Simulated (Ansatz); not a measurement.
Consider the ligand exchange at the Sn–Br bond: `[Br][Sn][Br]` + H–F → `[F][Sn][Br]` + HBr.

Gas-phase electronic energies from Ansatz, PBE0-D4/def2-TZVP geometries. CCSD(T)/CBS adds triple-zeta CCSD(T) − MP2 to the extrapolated MP2 energy (def2 sets, frozen cores). This one scheme is used for every species. DFT in def2-TZVPP. B3LYP here is the variant with VWN-RPA as its local correlation; programs differ in this. Elements past krypton have def2 core potentials. For Br, Sn outer-core shells are correlated without core-valence functions, which leaves a few kJ/mol of doubt a bond. Scalar relativity is left out up to krypton.

| level | ΔE (kcal/mol) | difference from CCSD(T)/CBS |
| --- | --- | --- |
| LDA (SPW92) | 9.8 | -1.2 |
| PBE-D4 | 9.8 | -1.2 |
| r2SCAN-D4 | 9.2 | -1.8 |
| B3LYP-D4 | 9.8 | -1.2 |
| BHLYP-D4 | 11.6 | 0.6 |
| B2PLYP | 9.0 | -2.0 |
| PBE | 8.9 | -2.1 |
| HF/def2-SVP | 10.8 | -0.2 |
| MP2/def2-SVP | 9.6 | -1.4 |
| SCS-MP2/def2-QZVPP | 10.3 | -0.7 |
| CCSD(T)/CBS | 11.0 | 0 |

Question: What do rigid-rotor, harmonic-oscillator terms from PBE0-D4/def2-TZVP frequencies (298.15 K, 1 bar) make of the CCSD(T)/CBS value? (An estimate is asked.)

Answer: Computed: ΔZPE = -1.5 kcal/mol, ΔH = +9.2 kcal/mol, ΔS = 8 J/(mol·K), ΔG = +8.6 kcal/mol.

Largest T1 diagnostic among the species: 0.014.

Leaving LDA and LC-ωPBE aside and taking each functional with its dispersion term where it has one, the values, not all of them listed here, spread over 5.1 kcal/mol, from B97M-V to HSE06-D4. LDA lies +0.9 kcal/mol from PBE without D4. At CCSD(T), def2-SVP lies −2.4 kcal/mol from the extrapolated value and def2-TZVPP −0.9 kcal/mol. From PBE to PBE0 (25 % exact exchange), in def2-TZVPP and without D4, ΔE moves by +2.1 kcal/mol.
